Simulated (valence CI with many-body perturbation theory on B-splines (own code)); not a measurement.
# Sb¹⁸⁺: electric-dipole lines

Computed by configuration interaction combined with many-body perturbation theory (CI+MBPT): five valence electrons over a frozen Dirac-Fock core [Ar] 3d10, a basis of 11 s, 11 p, 10 d, 8 f, 5 g, 2 h functions for each j, with the one-electron correlation potential Σ1, the two-electron term Σ2, the three-electron term Σ3, Breit, model QED; selected CI, second order for the rest, scaled by the run's own slope (own B-spline code, finite nucleus).

No measured levels were compared; by estimate levels hold to about 250 cm⁻¹ or 0.2 % of their energy and the worst to 1 %, as in measured heavy ions of charge 2 to 7; those with d or f electrons hold less well. Among the levels kept, up to 2100 cm⁻¹ of a level comes from second order outside the variational space, and about a tenth of that is noise between levels of different J, which matters for small intervals.

Lines 101 to 150 of 559 in falling wavelength, among levels below 1516500 cm⁻¹, chosen from the strongest by gf and those to the six lowest levels. Wavelengths and rates use the calculated energies, so an error of 1000 cm⁻¹ moves a line at 19.28 nm by 0.19 % and its rate by three times that or more. Electric multipoles are in the length gauge, E1 and E2 with the static RPA response of the core. Weak lines are less certain than strong ones. Lines between different terms over intervals too small for the method are left out, as are lines whose strength nearly cancels. Where a level lies close to another of its J and parity, the split of strength between their lines is uncertain. The highest levels of a list are the least certain.

Names give the largest LS component (configuration and term), which can be under half, so a name can repeat, a term be missing and a line seem to break the LS rules; names also repeat where a configuration has a term twice. Letters in brackets count levels of one name in rising energy.

```tsv
λ vac (nm)	Upper	Lower	A (s⁻¹)	log gf	Branch %
19.28	4s²4p²4d ⁴F_3/2	4s²4p³ ²D°_5/2	2.01e+10	-0.35	49.1
19.27	4s²4p²4f ⁴G°_5/2	4s²4p²4d ²D_5/2 [b]	5.26e+09	-0.76	2.2
19.23	4s4p⁴ ²P_1/2 [a]	4s²4p³ ²D°_3/2	2.66e+10	-0.53	53.0
19.14	4s²4p4d² ⁴G°_5/2 [a]	4s²4p²4d ²G_7/2	5.50e+09	-0.74	3.9
19.14	4s4p³4d ²F°_5/2 [a]	4s²4p²4d ⁴F_7/2	7.63e+09	-0.60	6.7
19.14	4s4p³4d ²D°_3/2 [f]	4s²4p²4d ²D_5/2 [b]	1.81e+10	-0.40	7.2
19.11	4s²4p²4f ⁴F°_3/2	4s²4p²4d ²D_3/2 [c]	7.67e+09	-0.78	2.4
19.02	4s4p⁴ ²P_3/2	4s²4p³ ²D°_3/2	2.07e+08	-2.35	0.8
19.00	4s4p³4d ⁴D°_5/2 [c]	4s²4p²4d ⁴F_7/2	1.66e+10	-0.27	15.5
18.96	4s4p³4d ²P°_1/2 [c]	4s²4p²4d ²D_3/2 [b]	3.08e+10	-0.48	10.2
18.93	4s²4p4d² ⁴D°_3/2	4s²4p²4d ²P_1/2 [b]	9.27e+09	-0.70	6.7
18.89	4s4p³4d ⁴P°_1/2 [b]	4s²4p²4d ⁴D_3/2	1.84e+10	-0.71	6.9
18.89	4p⁵ ²P°_3/2	4s4p⁴ ⁴P_5/2	3.70e+09	-1.10	10.2
18.88	4s²4p²4f ⁴D°_7/2	4s²4p²4d ²G_9/2	4.71e+09	-0.70	5.6
18.88	4s²4p²4d ²P_3/2 [a]	4s²4p³ ²P°_3/2	1.25e+09	-1.57	0.9
18.87	4s4p³4d ⁴D°_7/2 [e]	4s²4p²4d ⁴F_9/2	5.17e+10	0.34	58.1
18.83	4s4p⁴ ²D_3/2	4s²4p³ ⁴S°_3/2	2.40e+09	-1.29	12.2
18.55	4s²4p²4d ⁴F_5/2	4s²4p³ ²D°_5/2	5.43e+08	-1.77	2.8
18.53	4s²4p4d² ⁴G°_9/2	4s²4p²4d ²G_9/2	4.81e+09	-0.61	11.9
18.51	4s²4p²4d ⁴F_3/2	4s²4p³ ²D°_3/2	3.45e+09	-1.15	8.4
18.49	4s²4p²4f ⁴D°_7/2	4s²4p²4d ²F_7/2 [b]	3.97e+09	-0.79	4.7
18.43	4s4p³4d ²F°_7/2 [d]	4s²4p²4d ²G_9/2	4.92e+10	0.30	46.4
18.28	4s4p³4d ²F°_5/2 [c]	4s²4p²4d ²G_7/2	3.69e+10	0.05	27.0
18.25	4s4p³4d ⁴D°_7/2 [e]	4s²4p²4d ²F_7/2 [a]	5.14e+09	-0.69	5.8
18.23	4s²4p²4d ⁴D_1/2	4s²4p³ ²P°_1/2	1.76e+09	-1.76	19.3
18.05	4s4p³4d ⁴D°_7/2 [e]	4s²4p²4d ⁴F_7/2	7.87e+09	-0.51	8.8
18.04	4s4p³4d ²D°_3/2 [c]	4s²4p²4d ²F_5/2	8.96e+09	-0.76	5.7
18.02	4s4p⁴ ²D_5/2	4s²4p³ ⁴S°_3/2	1.41e+08	-2.38	1.0
17.99	4s4p³4d ²D°_3/2 [d]	4s²4p²4d ⁴D_5/2	1.56e+10	-0.52	12.2
17.96	4s²4p4d² ⁴F°_5/2	4s²4p²4d ²F_7/2 [c]	1.12e+10	-0.49	3.7
17.78	4s²4p²4d ⁴D_3/2	4s²4p³ ²P°_1/2	2.09e+09	-1.40	4.8
17.77	4s²4p²4d ⁴P_3/2	4s²4p³ ²P°_3/2	1.13e+09	-1.67	0.4
17.71	4s²4p²4d ⁴P_1/2	4s²4p³ ²P°_3/2	2.58e+09	-1.61	1.0
17.69	4s4p³4d ²D°_5/2 [d]	4s²4p²4d ²F_7/2 [b]	2.28e+10	-0.19	21.0
17.67	4s4p³4d ²P°_1/2 [a]	4s²4p²4d ⁴F_3/2	1.79e+10	-0.78	14.3
17.66	4s²4p4d² ²F°_7/2 [a]	4s²4p²4d ²D_5/2 [a]	8.83e+09	-0.48	11.6
17.59	4s²4p²4f ²G°_7/2 [c]	4s²4p²4d ²D_5/2 [d]	5.82e+09	-0.67	3.0
17.57	4s²4p4d² ⁴D°_5/2 [c]	4s²4p²4d ²F_7/2 [c]	9.64e+09	-0.57	5.3
17.53	4s4p³4d ⁶D°_3/2	4s4p⁴ ⁴P_5/2	3.26e+09	-1.22	63.6
17.53	4s4p³4d ⁶D°_5/2	4s4p⁴ ⁴P_5/2	2.28e+09	-1.20	63.8
17.47	4s²4p²4f ²D°_5/2 [b]	4s²4p²4d ²F_7/2 [c]	9.05e+09	-0.60	3.6
17.46	4s4p⁴ ²P_1/2 [b]	4s²4p³ ²P°_1/2	2.36e+08	-2.67	0.5
17.44	4s4p³4d ⁶D°_7/2	4s4p⁴ ⁴P_5/2	7.18e+08	-1.58	38.5
17.36	4s4p³4d ²D°_3/2 [b]	4s²4p²4d ⁴F_3/2	1.14e+10	-0.69	10.0
17.36	4s4p³4d ⁴D°_5/2 [c]	4s²4p²4d ⁴F_5/2	1.13e+10	-0.51	10.6
17.34	4s²4p²4d ²F_5/2	4s²4p³ ²D°_5/2	6.97e+08	-1.72	29.3
17.26	4s²4p²4f ⁴D°_7/2	4s²4p²4d ²G_7/2	7.81e+09	-0.55	9.3
17.21	4s4p³4d ⁴D°_3/2 [c]	4s²4p²4d ²F_5/2	1.14e+10	-0.69	4.3
17.16	4s4p³4d ⁴D°_5/2 [e]	4s²4p²4d ⁴F_7/2	6.86e+09	-0.74	9.6
17.13	4s²4p²4d ²D_3/2 [a]	4s²4p³ ²P°_3/2	3.40e+08	-2.22	0.4
```
